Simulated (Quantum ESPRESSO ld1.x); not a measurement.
The run below uses ld1.x (Quantum ESPRESSO 7.5).

```
 &input
    zed=43.0,
    iswitch=1,
    rel=2,
    dft='REVPBE',
    config='[Ar] 3d10',
    rel_dist='energy',
    verbosity='high',
    lsmall=.true.,
    prefix='ld1',
    max_out_wfc=37,
    file_charge='ld1.rho',
 /
```

Command: `OMP_NUM_THREADS=1 ld1.x < ld1.in > ld1.out`

It prints (banner and zero overlaps left out):

```
     Program LD1 v.7.5 starts

     --------------------------- All-electron run ----------------------------

     dirac relativistic calculation

     atomic number is 43.00
     dft =REVPBE   lsd =0 sic =0 latt =0  beta=0.20 tr2=1.0E-14
     Exchange-correlation= REVPBE
                           (   1   4   4   4   0   0   0)
     mesh =2047 r(mesh) = 100.16310 a.u. xmin = -8.00 dx = 0.00800
     1 Ry =  13.60569312 eV, c = 137.03599908

     n l j   nl                  e(Ry)          e(Ha)          e(eV)
     Spin orbit split results
     1 0 0.5 1S 1( 2.00)   -1559.104959028    -779.552479514 -21212.7036191
     2 0 0.5 2S 1( 2.00)    -243.947050812    -121.973525406  -3319.0687116
     2 1 0.5 2P 1( 2.00)    -227.001923676    -113.500961838  -3088.5185119
     2 1 1.5 2P 1( 4.00)    -218.286469196    -109.143234598  -2969.9387128
     3 0 0.5 3S 1( 2.00)     -62.293539454     -31.146769727   -847.5467814
     3 1 0.5 3P 1( 2.00)     -55.763324829     -27.881662415   -758.6986851
     3 1 1.5 3P 1( 4.00)     -54.266155608     -27.133077804   -738.3286602
     3 2 1.5 3D 1( 4.00)     -42.762402548     -21.381201274   -581.8121263
     3 2 2.5 3D 1( 6.00)     -42.468609859     -21.234304929   -577.8148731
     Averaged results
     1 0     1S 1( 2.00)   -1559.104959028    -779.552479514 -21212.7036191
     2 0     2S 1( 2.00)    -243.947050812    -121.973525406  -3319.0687116
     2 1     2P 1( 6.00)    -221.191620689    -110.595810345  -3009.4653125
     3 0     3S 1( 2.00)     -62.293539454     -31.146769727   -847.5467814
     3 1     3P 1( 6.00)     -54.765212015     -27.382606008   -745.1186685
     3 2     3D 1(10.00)     -42.586126935     -21.293063467   -579.4137744

     final scf error:  1.0E-14 reached in  30 iterations

     Etot =   -8411.445703 Ry,   -4205.722851 Ha, -114443.548953 eV

     Ekin =    8741.981575 Ry,    4370.990787 Ha,  118940.718593 eV
     Encl =  -19587.199658 Ry,   -9793.599829 Ha, -266497.427679 eV
     Eh   =    2670.155139 Ry,    1335.077569 Ha,   36329.311409 eV
     Exc  =    -236.382759 Ry,    -118.191379 Ha,   -3216.151277 eV

     normalization and overlap integrals

     s(1S/1S) =  1.000000  <r> =   0.0343  <r2> =    0.0016  r(max) =   0.0223
     LC norm =  0.97535109 + SC norm =  0.02464891 =  1.00000000
     s(2S/2S) =  1.000000  <r> =   0.1491  <r2> =    0.0263  r(max) =   0.1258
     LC norm =  0.99491473 + SC norm =  0.00508527 =  1.00000000
     s(2P/2P) =  1.000000  <r> =   0.1269  <r2> =    0.0198  r(max) =   0.0982
     LC norm =  0.99490947 + SC norm =  0.00509053 =  1.00000000
     s(2P/2P) =  1.000000  <r> =   0.1316  <r2> =    0.0211  r(max) =   0.1022
     LC norm =  0.99508307 + SC norm =  0.00491693 =  1.00000000
     s(3S/3S) =  1.000000  <r> =   0.4105  <r2> =    0.1927  r(max) =   0.3704
     LC norm =  0.99859841 + SC norm =  0.00140159 =  1.00000000
     s(3P/3P) =  1.000000  <r> =   0.4031  <r2> =    0.1887  r(max) =   0.3559
     LC norm =  0.99864995 + SC norm =  0.00135005 =  1.00000000
     s(3P/3P) =  1.000000  <r> =   0.4131  <r2> =    0.1979  r(max) =   0.3674
     LC norm =  0.99869497 + SC norm =  0.00130503 =  1.00000000
     s(3D/3D) =  1.000000  <r> =   0.3861  <r2> =    0.1774  r(max) =   0.3057
     LC norm =  0.99880199 + SC norm =  0.00119801 =  1.00000000
     s(3D/3D) =  1.000000  <r> =   0.3893  <r2> =    0.1802  r(max) =   0.3081
     LC norm =  0.99881504 + SC norm =  0.00118496 =  1.00000000

     LC charge = 27.88805766 + SC charge =  0.11194234 = 28.00000000

     ------------------------ End of All-electron run ------------------------
```

Run on one thread of a shared host, so times are rough (Intel(R) Xeon(R) Processor @ 2.60GHz): 0.61 s of CPU time, 0.65 s wall, 30 iterations on 2047 mesh points.
